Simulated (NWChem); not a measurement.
System: CF$_{2}$, singlet; SMILES F[C]F

The following NWChem deck was run.

```
start job
memory heap 200 mb stack 900 mb global 1100 mb
geometry units angstroms noautosym nocenter noautoz
  F      1.023701     0.000000    -0.197087
  C      0.000000     0.000000     0.591031
  F     -1.023701     0.000000    -0.197087
end
basis spherical
  F library pcsseg-2
  C library pcsseg-2
end
dft
  xc pbe0
  iterations 150
end
property
  shielding 2 1 2
end
task dft property
```

Parts of the log:

```
             Northwest Computational Chemistry Package (NWChem) 7.3.0
             --------------------------------------------------------

                             Geometry "geometry" -> ""
                             -------------------------

 Output coordinates in angstroms (scale by  1.889725989 to convert to a.u.)

  No.       Tag          Charge          X              Y              Z
 ---- ---------------- ---------- -------------- -------------- --------------
    1 F                    9.0000     1.02370100     0.00000000    -0.19708700
    2 C                    6.0000     0.00000000     0.00000000     0.59103100
    3 F                    9.0000    -1.02370100     0.00000000    -0.19708700

 Effective nuclear repulsion energy (a.u.)      65.1723736850

                              NWChem Property Module
                              ----------------------

  itol2e modified to match energy
  convergence criterion.

                                 NWChem DFT Module
                                 -----------------

 Summary of "ao basis" -> "ao basis" (spherical)
 ------------------------------------------------------------------------------
       Tag                 Description            Shells   Functions and Types
 ---------------- ------------------------------  ------  ---------------------
 F                          pcsseg-2                12       36   4s5p2d1f
 C                          pcsseg-2                12       36   4s5p2d1f

  itol2e modified to match energy
  convergence criterion.

            General Information
            -------------------
          SCF calculation type: DFT
          Wavefunction type:  closed shell.
          No. of atoms     :     3
          No. of electrons :    24
           Alpha electrons :    12
            Beta electrons :    12
          Charge           :     0
          Spin multiplicity:     1
          Use of symmetry is: off; symmetry adaption is: off
          Maximum number of iterations: 150
          AO basis - number of functions:   108
                     number of shells:    36
          Convergence on energy requested:  1.00D-07
          Convergence on density requested:  1.00D-05
          Convergence on gradient requested:  5.00D-04

              XC Information
              --------------
                         PBE0 Method XC Functional
                     Hartree-Fock (Exact) Exchange  0.250
          PerdewBurkeErnzerhof Exchange Functional  0.750
            Perdew 1991 LDA Correlation Functional  1.000 local
           PerdewBurkeErnz. Correlation Functional  1.000 non-local

             Grid Information
             ----------------
          Grid used for XC integration:  fine
          Radial quadrature: Mura-Knowles
          Angular quadrature: Lebedev.
          Tag              B.-S. Rad. Rad. Pts. Rad. Cut. Ang. Pts.
          ---              ---------- --------- --------- ---------
          F                   0.50       70           7.0       590
          C                   0.70       70           6.0       590
          Grid pruning is: on
          Number of quadrature shells:   210
          Spatial weights used:  Erf1

      Superposition of Atomic Density Guess
      -------------------------------------

 Sum of atomic energies:        -236.49706973

      Non-variational initial energy
      ------------------------------

[...]

          -----------------------------------------
          Chemical Shielding Tensors (GIAO, in ppm)
          -----------------------------------------

                                NWChem CPHF Module
                                ------------------

  scftype          =     RHF
  nclosed          =       12
  nopen            =        0
  variables        =     1152
  # of vectors     =        3
  tolerance        = 0.10D-03
  level shift      = 0.00D+00
  max iterations   =       50
  max subspace     =       30

 SCF residual:    1.3353030383660015E-005

Iterative solution of linear equations
  No. of variables     1152
  No. of equations        3
  Maximum subspace       30
        Iterations       50
       Convergence  1.0D-04

   iter   nsub   residual    time
   ----  ------  --------  ---------
     1      3    1.30D+00      18.6
     2      6    1.05D-01      20.3
     3      9    2.50D-03      22.1
     4     12    1.99D-04      23.8
     5     15    1.33D-05      25.6

      Atom:    1  F
        Diamagnetic
    481.4452     -0.0000    -12.4516
     -0.0000    461.9145      0.0000
    -12.4516      0.0000    468.3880

        Paramagnetic
   -879.5640     -0.0000   -246.3660
     -0.0000   -216.7377     -0.0000
   -246.3660     -0.0000   -518.5836

        Total Shielding Tensor
   -398.1189     -0.0000   -258.8175
     -0.0000    245.1768     -0.0000
   -258.8175     -0.0000    -50.1957

           isotropic =     -67.7126
          anisotropy =    -702.4390

          Principal Components and Axis System
                 1           2           3
             -536.0052    245.1768     87.6907

      1         0.8826     -0.0000     -0.4702
      2         0.0000      1.0000      0.0000
      3         0.4702     -0.0000      0.8826

      Atom:    2  C
        Diamagnetic
    260.8178     -0.0000     -0.0000
     -0.0000    234.5125      0.0000
     -0.0000      0.0000    250.0905

        Paramagnetic
   -721.5201     -0.0000      0.0000
     -0.0000   -206.2500      0.0000
      0.0000      0.0000   -235.0652

        Total Shielding Tensor
   -460.7023     -0.0000      0.0000
     -0.0000     28.2625      0.0000
      0.0000      0.0000     15.0253

           isotropic =    -139.1382
          anisotropy =    -482.3461

          Principal Components and Axis System
                 1           2           3
             -460.7023     28.2625     15.0253

      1         1.0000     -0.0000      0.0000
      2         0.0000      1.0000     -0.0000
      3        -0.0000      0.0000      1.0000
```

Level: PBE0/pcSseg-2, GIAO. Low-valent species are run as closed-shell singlets; no triplet was tried in these runs. Coordinates come from a PBE0/def2-SVP optimisation. The printed shielding anisotropy is the first printed principal value minus the mean of the other two.
